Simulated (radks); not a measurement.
Q: All-electron atom: Sm3+ in [Xe] 4f5. All-electron calculation, scalar-relativistic Kohn-Sham, LDA (Slater exchange, Perdew-Wang correlation), spin-unpolarised, spherical densities, finite nucleus; Fermi nuclear charge, rms radius 5.0819 fm. Program: a radial shooting solver on a logarithmic mesh with Libxc functionals. Some entries of the table are withheld. Estimate them.

orbital  occ.  eigenvalue (hartree)  <1/r> (bohr^-1)
1s          2             -1714.657              (1)
2s          2             -281.2133            15.92
2p          6             -251.1191            14.94
3s          2             -62.52357            5.820
3p          6             -53.11238              (2)
3d         10             -40.33001            5.212
4s          2                   (3)            2.452
4p          6             -10.23579              (4)
4d         10              -5.88063              (5)
5s          2              -2.62108           0.9652
5p          6              -1.84506           0.8262
4f          5                   (6)            1.440

A: 
(1) 1s <1/r> (bohr^-1): 68.75
(2) 3p <1/r> (bohr^-1): 5.490
(3) 4s eigenvalue (hartree): -13.33648
(4) 4p <1/r> (bohr^-1): 2.258
(5) 4d <1/r> (bohr^-1): 1.984
(6) 4f eigenvalue (hartree): -1.20381
